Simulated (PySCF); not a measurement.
Si⁺ (silicon, charge +1) across methods

[Ne] 3s1 3p1 3d1, one real determinant (an excited configuration). Calculation: PySCF 2.14, in x2c-TZVPPall with one added diffuse shell each of s, p, d type (6s6p4d1f, 51 functions); scalar relativity by spin-free X2C-1e.

```csv
method,E (hartree),mean ε 3s α (eV),mean ε 3p α (eV),mean ε 3d α (eV),Σ⟨r²⟩ (bohr²),⟨S²⟩
LC-wPBE,-289.0448,-27.055,-18.906,-8.210,28.09,3.750
wB97M-V,-289.1289,-26.161,-17.852,-7.893,28.91,3.750
PBE,-289.0204,-22.477,-14.812,-6.100,28.06,3.750
LDA,-287.9869,-22.571,-14.784,-5.994,28.26,3.750
BP86,-289.1921,-22.574,-14.880,-6.178,28.17,3.750
BLYP,-289.1751,-22.242,-14.544,-5.897,28.39,3.750
UHF,-288.67065,-28.244,-19.707,-7.532,30.92,3.750
r2SCAN,-289.1362,-22.916,-15.136,-6.036,28.25,3.750
PBE0,-289.0375,-24.009,-16.095,-6.572,28.52,3.750
```

⟨L²⟩ = 8.01 against 12 for a pure F term, so this real determinant mixes terms. The outer electron is Rydberg-like, and this basis confines it to a smaller radius and binds it less than a complete one would.
